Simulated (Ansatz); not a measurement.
Program: Ansatz. Geometries: PBE0-D4/def2-TZVP. ΔE: electronic, gas phase. CCSD(T)/CBS adds triple-zeta CCSD(T) − MP2 to the extrapolated MP2 energy (def2 sets, frozen cores). This one scheme is used for every species. DFT in def2-TZVPP. B3LYP here is the variant with VWN-RPA as its local correlation; programs differ in this. Each species was taken in one conformer, which may not be the lowest.

Consider the ligand exchange at a B–C bond: `C=CBCl` + silanol → `[SiH3]OBCl` + ethylene.

(1) Is it downhill or uphill in electronic energy at CCSD(T)/CBS, and by how much? (An estimate is asked.)

(2) What do these levels give: PBE-D4, r2SCANh-D4, ωB97M-V, B2PLYP, PBE, B3LYP, RPA@PBE/def2-TZVPP, MP2/def2-TZVPP, CCSD(T)/def2-TZVPP, HF/def2-QZVPP, MP2/def2-QZVPP, SCS-MP2/def2-QZVPP? (Best estimate.)

Largest T1 diagnostic among the species: 0.012.

Results:

(1) Ansatz gave: Downhill: ΔE = -114.1 kJ/mol.

(2) The calculation gave: PBE-D4 -107.0, r2SCANh-D4 -113.2, ωB97M-V -115.6, B2PLYP -114.2, PBE -105.6, B3LYP -113.5, RPA@PBE/def2-TZVPP -112.4, MP2/def2-TZVPP -112.3, CCSD(T)/def2-TZVPP -114.4, HF/def2-QZVPP -121.8, MP2/def2-QZVPP -112.4, SCS-MP2/def2-QZVPP -114.3 kJ/mol.

At CCSD(T), def2-SVP lies −18.3 kJ/mol from the extrapolated value and def2-TZVPP −0.3 kJ/mol. In def2-TZVPP, CCSD(T) changes the Hartree–Fock value by +6.5 kJ/mol (the triples alone add +1.1 kJ/mol) and MP2 by +8.6 kJ/mol.
